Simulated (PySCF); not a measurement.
H₃Sb, SMILES [SbH3+], charge +1, multiplicity 2. Atoms are numbered in the order given.

```xyz
4

Sb     0.0000     0.0000    -0.0297
H      1.3762    -0.7945     0.5047
H      0.0000     1.5891     0.5047
H     -1.3762    -0.7945     0.5047
```
Charge +1, spin multiplicity 2.

Coordinates come from a PBE0-D3(BJ)/def2-TZVPD optimisation. The def2 effective core potentials stand for the cores of Sb; spin–orbit coupling is left out.

Computed with C-PCM-M06-2X/def2-TZVPD (PySCF 2.14.0).

The values are the electrostatic part of the solvation free energy, E(continuum) − E(gas) at the gas-phase geometry, in a cavity of scaled van der Waals radii (PySCF's table); cavitation and dispersion terms are not included. A continuum can't describe solvent molecules that bind to the metal.

Computed values in water (ε = 78.36), tetrahydrofuran (ε = 7.43), acetonitrile (ε = 35.69):
```json
[
 {"solvent": "water", "ε": "78.36", "ΔG(elec) (kcal/mol)": "-66.4"},
 {"solvent": "tetrahydrofuran", "ε": "7.43", "ΔG(elec) (kcal/mol)": "-58.2"},
 {"solvent": "acetonitrile", "ε": "35.69", "ΔG(elec) (kcal/mol)": "-65.3"}
]
```
